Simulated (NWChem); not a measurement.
Species: CAlCl₂NO; SMILES O=C=[N][Al]([Cl])[Cl]

```xyz
6

Al     0.0000     0.4275     0.0031
Cl    -1.7977     1.4707     0.0020
Cl     1.8026     1.4622     0.0020
N     -0.0036    -1.3269     0.0061
C     -0.0043    -2.5295     0.0012
O     -0.0050    -3.6945    -0.0032
```
Atoms are numbered in this order, from 1.

All runs: NWChem. Pople sets run with spherical d functions. The geometry was optimised at PBE0/def2-SVP. GIAO values for the isolated, static molecule; σ is the absolute isotropic shielding, δ = σ(reference) − σ with the isolated reference molecule computed at the same levels (13C: tetramethylsilane, 15N: ammonia, 17O: water).

For level B3LYP/6-31G*:

| Property | Result |
|---|---|
| σ Al1 (ppm) | 496.7 |
| σ Cl2 (ppm) | 957.3 |
| δ N4 (ppm) | 37.7 |
| δ C5 (ppm) | 109.9 |
| δ O6 (ppm) | 111.1 |

### Question
How do the values read with level PBE/pcSseg-1 instead?

### Answer
The σ Al1 (ppm) is 433.9. The σ Cl2 (ppm) is 909.6 and the δ N4 (ppm) is 56.8. The δ C5 (ppm) comes out as 121.3. The δ O6 (ppm) is 149.1.
